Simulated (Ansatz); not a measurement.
Gas-phase electronic energies from Ansatz, PBE0-D4/def2-TZVP geometries. CCSD(T)/CBS is the MP2 limit (def2-TZVPP, def2-QZVPP) plus CCSD(T) − MP2 in def2-TZVPP, frozen cores. Functionals use def2-TZVPP. B3LYP here is the variant with VWN-RPA as its local correlation; programs differ in this. For Se outer-core shells are correlated without core-valence functions, which leaves a few kJ/mol of doubt a bond. Scalar relativity is left out up to krypton. Each species was taken in one conformer, which may not be the lowest.

`CC[Se][SiH2]C` + `C=CC(O)(F)F` → `C=C[Se][SiH2]C` + `CCC(O)(F)F`  (formal exchange of groups at the Se–C bond)

`CC[Se][SiH2]C`:

```xyz
15

C    -2.214   -0.443   -1.055
C    -1.853    0.668   -0.096
Se   -0.050    1.408   -0.378
Si    1.134   -0.319    0.506
C     2.915    0.220    0.654
H    -2.140   -0.108   -2.091
H    -3.241   -0.779   -0.876
H    -1.555   -1.305   -0.937
H    -2.512    1.529   -0.216
H    -1.913    0.348    0.945
H     1.034   -1.539   -0.343
H     0.548   -0.659    1.834
H     3.323    0.481   -0.324
H     3.520   -0.590    1.071
H     3.004    1.089    1.308
```

`C=CC(O)(F)F`:

Cartesian coordinates in Å:
```
C 0.628 -0.614 -1.333
C -0.173 -0.755 -0.292
C -0.377 0.295 0.747
O 0.349 1.408 0.513
F -1.705 0.608 0.832
F -0.077 -0.213 1.981
H 1.194 0.297 -1.488
H 0.740 -1.409 -2.059
H -0.747 -1.658 -0.118
H 0.168 2.042 1.217
```

`C=C[Se][SiH2]C`:

Z-matrix (Å, degrees):
```
Si
C 1 1.866
Se 1 2.282 2 106.4
H 1 1.488 2 111.5 3 119.6
H 1 1.488 2 111.5 3 -119.7
H 2 1.092 1 110.9 3 -60.3
H 2 1.092 1 110.9 3 60.4
H 2 1.093 1 109.9 3 -179.9
C 3 1.898 1 100.4 2 179.9
C 9 1.325 3 128.6 1 0.3
H 9 1.085 3 110.7 1 -179.7
H 10 1.084 9 119.9 3 180.0
H 10 1.084 9 123.4 3 0.0
```

`CCC(O)(F)F`:

```xyz
12

C    -0.483    1.328   -0.665
C    -0.328    0.353    0.486
C     0.427   -0.893    0.108
O     0.537   -1.729    1.167
F     1.670   -0.585   -0.370
F    -0.182   -1.539   -0.931
H     0.488    1.657   -1.037
H    -1.029    0.876   -1.494
H    -1.036    2.210   -0.338
H    -1.300    0.028    0.865
H     0.210    0.806    1.321
H     1.025   -2.513    0.888
```

(1) Is it downhill or uphill in electronic energy at CCSD(T)/CBS, and by how much? (An estimate is asked.)

(2) What do these levels give: PBE0-D4, B3LYP-D4, ωB97X-V, B2PLYP, PBE, r2SCAN, B3LYP, SCS-MP2/def2-TZVPP, CCSD/def2-TZVPP, HF/def2-QZVPP, HF/CBS(def2), MP2/CBS(def2)? (Best estimate.)

Largest T1 diagnostic among the species: 0.012.

Results:

(1) Computed: Downhill: ΔE = -0.13 eV.

(2) Ansatz gave: PBE0-D4 -0.14, B3LYP-D4 -0.12, ωB97X-V -0.13, B2PLYP -0.13, PBE -0.15, r2SCAN -0.17, B3LYP -0.12, SCS-MP2/def2-TZVPP -0.13, CCSD/def2-TZVPP -0.13, HF/def2-QZVPP -0.09, HF/CBS(def2) -0.09, MP2/CBS(def2) -0.14 eV.

In def2-TZVPP, CCSD(T) changes the Hartree–Fock value by −0.04 eV (the triples alone add −0.01 eV) and MP2 by −0.06 eV.
